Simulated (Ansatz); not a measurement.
# Abstraction of Br: AlBr3 + SiH3(SiH2) → AlBr2 + SiH2(SiH3)Br

Species: AlBr3 (aluminum bromide) `[Br][Al]([Br])[Br]`, singlet; SiH3(SiH2), doublet; AlBr2 `[Br][Al][Br]`, doublet; SiH2(SiH3)Br, singlet. A radical takes Br: the energy is the difference in strength between the Al–Br bond broken and the Si–Br bond made.

Shapes, held fixed at every level: PBE0-D4/def2-TZVP. Programs: Ansatz 0.2.0. The zero-point and thermal change to 298 K, harmonic and unscaled (PBE0-D4/def2-TZVP), is +3.1 kJ/mol.

```json
{"level": "MP2/def2-SVP", "kind": "perturbation theory", "ΔH(298 K) (kJ/mol)": "+51.2", "less CCSD(T)/def2-TZVPP": "+9.8"}
{"level": "SPW92/def2-TZVPP", "kind": "LDA", "ΔH(298 K) (kJ/mol)": "+22.5", "less CCSD(T)/def2-TZVPP": "-18.9"}
{"level": "PBE-D4/def2-TZVPP", "kind": "GGA", "ΔH(298 K) (kJ/mol)": "+26.8", "less CCSD(T)/def2-TZVPP": "-14.6"}
{"level": "r2SCAN-D4/def2-TZVPP", "kind": "meta-GGA", "ΔH(298 K) (kJ/mol)": "+37.6", "less CCSD(T)/def2-TZVPP": "-3.8"}
{"level": "CCSD(T)/def2-SVP", "kind": "coupled cluster or CI", "ΔH(298 K) (kJ/mol)": "+52.3", "less CCSD(T)/def2-TZVPP": "+10.9"}
{"level": "CCSD/def2-SVP", "kind": "coupled cluster or CI", "ΔH(298 K) (kJ/mol)": "+53.3", "less CCSD(T)/def2-TZVPP": "+11.9"}
{"level": "CCSD/def2-TZVPP", "kind": "coupled cluster or CI", "ΔH(298 K) (kJ/mol)": "+42.5", "less CCSD(T)/def2-TZVPP": "+1.1"}
{"level": "CCSD(T)/def2-TZVPP", "kind": "coupled cluster or CI", "ΔH(298 K) (kJ/mol)": "+41.4", "less CCSD(T)/def2-TZVPP": "0.0"}
```

The highest level, CCSD(T)/def2-TZVPP, gives ΔH(298 K) = +41.4 kJ/mol; the levels span +22.5 to +53.3. The column of differences is taken from that level and isn't an error. No measured value is set beside it here. Open shells run unrestricted. Relativity is left out for Br. Outer-core shells of Br are correlated, in sets that cover them unevenly.
